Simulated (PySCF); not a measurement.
**Excitation energy of Br by level of theory**

Br [Ar] 3d10 4s2 4p5 (2P) → Br [Ar] 3d10 4s2 4p4 5s1 (4P), as a difference of total energies. Calculation: PySCF 2.14, in aug-cc-pV5Z-PP with ECP10MDF; a scalar-relativistic core potential. Correlated levels: valence: 3s2 3p6 3d10 frozen. The calculations carry no spin-orbit coupling.

Order these methods by the excitation energy they give, lowest first.
A. PBE
B. MP2 (valence)
C. M06-2X
D. UHF

D (7.249 eV), A (7.767 eV), C (7.875 eV), B (7.913 eV).

The promoted electron is Rydberg-like, and one or two diffuse shells describe it only roughly, which tends to raise the upper state.

For comparison: 7.845 eV (measured; NIST levels, between the centres of gravity of the two terms).
